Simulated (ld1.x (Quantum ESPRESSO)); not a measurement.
Transferability test, TM potential for As

- Element: As (Z = 33)
- Generator: ld1.x (Quantum ESPRESSO) 7.5
- Type: norm-conserving Troullier–Martins (Kleinman–Bylander form)
- Functional: PBE
- Relativity: scalar-relativistic
- Frozen core: [Ar] 3d10
- Valence charge: 5
- Reference configuration: 4s2 4p3
- Partial waves: 4s (bound): rc 1.75 bohr; 4p (bound): rc 1.90 bohr; 4d channel at -0.05 Ry: rc 1.45 bohr
- Local potential: the d channel
- Core correction: none

Energies are relative to the spin-unpolarised reference configuration 4s2 4p3; without spin polarisation the order of configurations can differ from experiment. Not all tests gave a result: 3 of 7 tests not solved or not reliable. Left out of the table: 4s2 4p1 (solver errors, printed error -21.1 eV); 4s2 4p0 (solver errors, printed error -7.0 eV); 4s2 4p3.3 (pseudo-atom not self-consistent, printed error -3.2 meV).

```
valence configuration  charge  ΔE all-electron (eV)  error AE − PS (meV)
              4s2 4p2      +1                 9.149                 -1.4
              4s1 4p4       0                 9.417                 +4.7
            4s2 4p2.5    +0.5                 3.555                 -0.4
```

**Question.** What are ΔE and the potential's error for 4s0 4p5?

**Answer.** ΔE = 19.056 eV all-electron; the error (AE − PS) is +21 meV.

Note: ghost states, extra bound levels that the all-electron valence spectrum of the same l lacks: s at -966.8 eV, p at -434.9 eV. A true bound ghost makes a file unfit for plane-wave use.
